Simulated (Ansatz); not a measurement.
Consider the formal exchange of groups at a B–Te bond: `CC(C)[Te]B(O)O` + CH₄ → `CB(O)O` + `CC(C)[TeH]`.

Program: Ansatz. Geometries: PBE0-D4/def2-TZVP. ΔE: electronic, gas phase. CBS: MP2 limit from def2 TZ/QZ plus the TZ coupled-cluster correction, frozen cores. This one scheme is used for every species. DFT in def2-TZVPP. B3LYP here is the variant with VWN-RPA as its local correlation; programs differ in this. Elements past krypton have def2 core potentials. For Te outer-core shells are correlated without core-valence functions, which leaves a few kJ/mol of doubt a bond. Each species was taken in one conformer, which may not be the lowest.

| level | ΔE (kcal/mol) | difference from CCSD(T)/CBS |
| --- | --- | --- |
| LDA (SPW92) | 11.7 | -1.1 |
| B97M-V | 10.6 | -2.2 |
| B3LYP-D4 | 12.0 | -0.8 |
| BHLYP-D4 | 11.8 | -1.0 |
| ωB97M-V | 11.4 | -1.4 |
| r2SCANh | 12.2 | -0.6 |
| CAM-B3LYP | 9.5 | -3.3 |
| LC-ωPBE | 10.3 | -2.5 |
| CCSD(T)/def2-SVP | 11.9 | -0.9 |
| SCS-MP2/def2-QZVPP | 13.2 | 0.4 |
| CCSD(T)/CBS | 12.8 | 0 |

Problem. What do rigid-rotor, harmonic-oscillator terms from PBE0-D4/def2-TZVP frequencies (298.15 K, 1 bar) make of the CCSD(T)/CBS value? (Best estimate.)

Solution. Computed: ΔZPE = -1.4 kcal/mol, ΔH = +10.8 kcal/mol, ΔS = 37 J/(mol·K), ΔG = +8.2 kcal/mol. Modes under 50 cm⁻¹ make the entropy rough.

Largest T1 diagnostic among the species: 0.012.

Leaving LDA and LC-ωPBE aside and taking each functional with its dispersion term where it has one, the values, not all of them listed here, spread over 2.3 kcal/mol, from B97M-V to revPBE-D4. In def2-TZVPP, CCSD(T) changes the Hartree–Fock value by +3.5 kcal/mol (the triples alone add +1.1 kcal/mol) and MP2 by +5.7 kcal/mol.
